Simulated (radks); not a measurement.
Q: All-electron atom: Bi11+ in [Xe] 4f14 5d4. All-electron calculation, scalar-relativistic Kohn-Sham, BLYP, spin-polarised, spherical densities, finite nucleus; open shells are filled with parallel spins first (spin-orbit coupling, left out, can overturn this in heavy ions); Fermi nuclear charge, rms radius 5.5211 fm. Program: a radial shooting solver on a logarithmic mesh with Libxc functionals. Some entries of the table are withheld. Estimate them.

orbital  occ.  eigenvalue (eV)  <r> (bohr)  <r^2> (bohr^2)
1s up       1        -90819.23     0.01580       0.0003463
1s down     1        -90819.23     0.01580       0.0003463
2s up       1        -16478.58     0.06649        0.005245
2s down     1        -16477.96     0.06649        0.005245
2p up       3        -14130.79     0.06054        0.004485
2p down     3        -14130.28     0.06054        0.004485
3s up       1        -4122.265      0.1716         0.03369
3s down     1        -4122.009      0.1716         0.03369
3p up       3        -3451.131      0.1737         0.03500
3p down     3        -3450.848      0.1737         0.03500
3d up       5        -2775.756      0.1574         0.02899
3d down     5        -2775.291      0.1574         0.02899
4s up       1        -1091.379      0.3768          0.1602
4s down     1        -1090.769      0.3768          0.1602
4p up       3        -871.1130      0.4021          0.1836
4p down     3        -870.5339      0.4020          0.1835
4d up       5        -619.0143      0.4215          0.2049
4d down     5        -618.3331      0.4213          0.2046
4f up       7        -341.2185      0.4374             (1)
4f down     7        -340.3776      0.4362             (2)
5s up       1              (3)         (4)          0.7318
5s down     1              (5)         (6)          0.7264
5p up       3        -274.9330      0.9015          0.9084
5p down     3        -270.7363      0.8991          0.9047
5d up       4        -197.7349       1.052           1.245
5d down     0        -193.3177       1.056           1.256

A: 
(1) 4f up <r^2> (bohr^2): 0.2274
(2) 4f down <r^2> (bohr^2): 0.2258
(3) 5s up eigenvalue (eV): -340.2546
(4) 5s up <r> (bohr): 0.8101
(5) 5s down eigenvalue (eV): -336.6302
(6) 5s down <r> (bohr): 0.8068
